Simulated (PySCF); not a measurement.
Vertical excitations of a molecule C2H6ClFSi2 from TDDFT-M06-2X/def2-SVPD (PySCF), as energy in eV (oscillator strength): 5.51 (0.014), 6.31 (0.006), 6.55 (0.117), 6.60 (0.233), 7.05 (0.008), 7.13 (0.011), 7.34 (0.006), 7.53 (0.014), 7.57 (0.011), 7.83 (0.007). Lowest triplet (TDA): 5.02 eV. Coordinates come from a B3LYP-D3(BJ)/def2-SVP optimisation. The values are those of a single conformer.

Task: Which molecule gave these data?
(A) F[SiH2]/C=C/[SiH2]Cl
(B) F[C@H]1C[SiH2][Si@H]1Cl
(C) F/C(=C/[SiH3])[SiH2]Cl
(D) C=C([SiH2]F)[SiH2]Cl

Result: B, F[C@H]1C[SiH2][Si@H]1Cl
